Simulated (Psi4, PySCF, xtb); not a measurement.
Torsional profile of SMILES C#CC[SiH2]C(=O)OC (C5H8O2Si). Scanned: dihedral C3–Si4–C5–O6; all other coordinates were relaxed at GFN2-xTB. Points at φ and −φ are mirror images. Heavy atoms are numbered in the order of the SMILES C#CC[SiH2]C(=O)OC, hydrogens after them in the order of the atoms that carry them; the mirror image has the same energies with the sign of each dihedral reversed.

RKS-B3LYP/6-31G* = PySCF with restricted B3LYP/6-31G*, spherical d, density fitting // GFN2-xTB; B3LYP/def2-SVP // GFN2-xTB (Psi4); GFN1-xTB // GFN2-xTB (xtb).

Energies in kJ/mol, each method relative to its own lowest point.

```tsv
φ / °	RKS-B3LYP/6-31G*	B3LYP/def2-SVP	GFN1-xTB
-160	1.97	1.89	2.28
-140	2.23	2.35	1.60
-120	2.91	3.33	0.79
-100	3.67	4.44	0.51
-80	3.60	4.56	0.85
-60	2.46	3.26	1.27
-40	1.16	1.60	1.04
-20	0.30	0.40	0.34
0	0.00	0.00	0.00
20	0.30	0.40	0.34
40	1.16	1.60	1.04
60	2.46	3.26	1.27
80	3.60	4.56	0.85
100	3.67	4.44	0.51
120	2.91	3.33	0.79
140	2.23	2.35	1.60
160	1.97	1.89	2.28
180	1.91	1.79	2.48
```
